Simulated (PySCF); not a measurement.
A GIAO shielding run with PySCF 2.14.0 with density-fitted response routines (density fitting, non-relativistic, gas phase) on SMILES FC[Si@H]1C=CC=C1C1CC1, C₈H₁₁FSi:

```
$ OMP_NUM_THREADS=1 python probes_run.py task.json out

{"job": {"kind": "nmr", "xc": "PBE0", "basis": "pcSseg-1"}, "charge": 0, "multiplicity": 1}
F     -3.665805    -1.630483     0.757920
C     -2.337229    -1.342103     0.995704
Si    -1.643697    -0.234933    -0.413015
C     -2.046451     1.594420    -0.251344
C     -0.902433     2.267989    -0.059456
C      0.320099     1.489760     0.000840
C      0.193191     0.156885    -0.141541
C      1.288444    -0.818421    -0.117242
C      2.642020    -0.475189    -0.693105
C      2.485558    -0.617180     0.781783
H     -2.295809    -0.861807     1.975892
H     -1.823896    -2.304722     1.054646
H     -1.948183    -0.849318    -1.706437
H     -3.002703     2.084187    -0.313616
H     -0.849889     3.341655     0.056523
H      1.259571     1.999664     0.159935
H      0.963645    -1.843574    -0.250708
H      2.768075     0.514871    -1.103443
H      3.173401    -1.243685    -1.233851
H      2.906201    -1.485788     1.265918
H      2.506970     0.274715     1.388827
```

Hardware: 1 thread of an Arm Neoverse N1, shared host. The job also computes population analyses, field gradients, ring-centre shieldings.

(1) How large is the calculation?

(2) How long does it take, and how much memory does it need?

Answers

(1) 82 electrons, 232 basis functions and 1220 auxiliary functions.

(2) 2.2 min of wall time, with 14 SCF cycles and 5 response iterations; peak memory 1.1 GiB. Times on a shared host scatter by some tens of per cent.
